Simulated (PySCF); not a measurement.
Sb(Cl)2(OMe) (CH3Cl2OSb), SMILES C[O][Sb]([Cl])[Cl]. Geometry: PBE0-D3(BJ)/def2-SVP. The structure was generated by enumeration; whether it is a known compound was not checked. The def2 effective core potentials stand for the cores of Sb; spin–orbit coupling is left out. One conformer was computed; it need not be the lowest.

These are PBE0-D3(BJ)/def2-SVP (PySCF) values and carry that method's errors.

Harmonic wavenumbers (cm⁻¹): 82, 104, 118, 137, 204, 293, 358, 370, 567, 1122, 1170, 1179, 1455, 1462, 1479, 3027, 3117, 3147. Rotational constants (GHz): 1.708, 1.477, 1.257; symmetry number 1.

Problem. Work out the zero-point energy and the ideal-gas rigid-rotor harmonic-oscillator thermochemistry at 298.15 K and 1 atm.

Solution. ZPE = ½ Σ hcν = ½ × 19390 cm⁻¹ = 115.98 kJ/mol. H − E(el) = 138.49 kJ/mol. Entropy in J/(mol K): translation 176.22, rotation 121.36, vibration 82.35, total 379.93. G − E(el) = 25.21 kJ/mol. Cp = 102.02 J/(mol K). Modes under 150 cm⁻¹ make the vibrational entropy uncertain.
